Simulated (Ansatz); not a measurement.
(CdSe)2 ring (Cd2Se2) was relaxed with r2SCAN-D4 (def2-SVP) in Ansatz in these states: charge +1 doublet, neutral singlet. The geometries follow in no particular order.

In the def2 sets Cd takes a core potential; there is no spin–orbit coupling.

A:

```xyz
4

Cd    0.406   -1.338   -0.002
Se    1.114    0.336    1.805
Cd   -0.406    1.338    0.002
Se   -1.114   -0.336   -1.805
```

B:

```xyz
4

Cd    0.417    1.352    0.392
Se    1.214    0.129   -1.735
Cd   -0.417   -1.352   -0.392
Se   -1.214   -0.129    1.735
```

Judge from the bond lengths which geometry belongs to which state (an estimate).

A is the neutral singlet (Cd1–Cd3 2.796 Å, Cd1–Se2 2.563 Å, Cd3–Se4 2.563 Å); B is the charge +1 doublet (Cd1–Cd3 2.936 Å, Cd1–Se2 2.579 Å, Cd3–Se4 2.579 Å).
